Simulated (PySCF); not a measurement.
**Correlation energy of Al⁻ (aluminium, charge -1)**

[Ne] 3s2 3p2, high-spin 3P determinant. All numbers are calculated (PySCF 2.14, no relativity, point nucleus, in def2-TZVPPD). Frozen: 1s2; 12 electrons correlated.

```csv
level,correlation energy (mhartree)
CCSD,-213.75
(T),-4.60
CCSD(T),-218.35
```

Diagnostics: T1 = 0.011, D1 = 0.0465, largest double amplitude 0.096.

Is a single reference adequate?

Mostly. T1 lies below 0.03, but a double amplitude of this size points to a near-degeneracy that CCSD handles and MP2 describes poorly.

This basis was not built for core-valence correlation, so the inner-shell part is incomplete.
